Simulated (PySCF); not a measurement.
Molfile (atoms numbered from 1):
```
C4H3F5O
     RDKit          3D

 13 13  0  0  0  0  0  0  0  0999 V2000
   -1.0376   -0.7311    1.5562 F   0  0  0  0  0  0  0  0  0  0  0  0
   -1.6524   -0.2758    0.4294 C   0  0  0  0  0  0  0  0  0  0  0  0
   -0.6444    0.5202   -0.4073 C   0  0  0  0  0  0  0  0  0  0  0  0
   -0.4012    1.7284    0.1608 F   0  0  0  0  0  0  0  0  0  0  0  0
   -1.1844    0.7830   -1.6198 F   0  0  0  0  0  0  0  0  0  0  0  0
    0.6854   -0.2158   -0.5541 C   0  0  1  0  0  0  0  0  0  0  0  0
    0.5076   -1.4736   -1.0140 F   0  0  0  0  0  0  0  0  0  0  0  0
    1.7819    0.4561   -1.0438 O   0  0  0  0  0  0  0  0  0  0  0  0
    1.8583    0.0695    0.2813 C   0  0  2  0  0  0  0  0  0  0  0  0
    2.7002   -0.9324    0.5611 F   0  0  0  0  0  0  0  0  0  0  0  0
   -2.0057   -1.1382   -0.1438 H   0  0  0  0  0  0  0  0  0  0  0  0
   -2.4816    0.3727    0.7284 H   0  0  0  0  0  0  0  0  0  0  0  0
    1.8695    0.8374    1.0480 H   0  0  0  0  0  0  0  0  0  0  0  0
  1  2  1  0
  2  3  1  0
  3  4  1  0
  3  5  1  0
  3  6  1  0
  6  7  1  6
  6  8  1  0
  8  9  1  0
  9 10  1  0
  9  6  1  0
  2 11  1  0
  2 12  1  0
  9 13  1  1
M  END
```

Geometry: GFN2-xTB; GIAO shifts from PySCF, gas phase, non-relativistic, averaged over equivalent atoms.

At PBE0/pcSseg-1 (185 basis functions, 25 s wall time on 1 thread of an Intel Xeon Platinum 8488C, shared host):
| atoms | δ (ppm) |
| --- | --- |
| F4 | -139.0 |
| F5 | -151.5 |
| F10 | -188.9 |
| F7 | -193.3 |
| F1 | -268.5 |
| C3 | 123.3 |
| C6 | 92.9 |
| C9 | 89.8 |
| C2 | 85.8 |
| O8 | 115.9 |
| H13 | 5.41 |
| H11 | 5.23 |
| H12 | 5.08 |

δ = σ(ref) − σ, references computed at the same level: ¹⁹F (σ = 170.95 ppm) against CFCl3; ¹³C (σ = 186.93 ppm) and ¹H (σ = 31.72 ppm) vs TMS; ¹⁷O (σ = 336.08 ppm) vs H2O.

Q: Estimate the result of repeating the calculation with BLYP/pcSseg-1.

A: 
```
atoms  δ at BLYP/pcSseg-1  change
   F4              -153.3   -14.3
   F5              -167.8   -16.3
  F10              -203.4   -14.5
   F7              -210.1   -16.8
   F1              -284.8   -16.3
   C3               130.0    +6.7
   C6                98.4    +5.5
   C9                95.1    +5.3
   C2                90.5    +4.7
   O8               133.3   +17.4
  H13                5.52   +0.11
  H11                5.34   +0.11
  H12                5.08   +0.00
```

Scale: CFCl3 for ¹⁹F (138.47 ppm); ¹³C (178.05 ppm), ¹H (31.80 ppm) vs TMS; H2O for ¹⁷O (335.56 ppm) (reference shieldings calculated alike).

The largest change is at O8 (ether oxygen). Cost: 185 basis functions, 31 s wall time on 1 thread of an Intel Xeon Platinum 8488C, shared host. The order of the carbon signals is the same at both levels.

Unscaled 19F shifts against computed CFCl3 carry errors that often reach 10 to 50 ppm. Experimental scales use liquid or dissolved standards, which lie at an offset from isolated H2O (liquid H2O: subtract about 36 ppm).
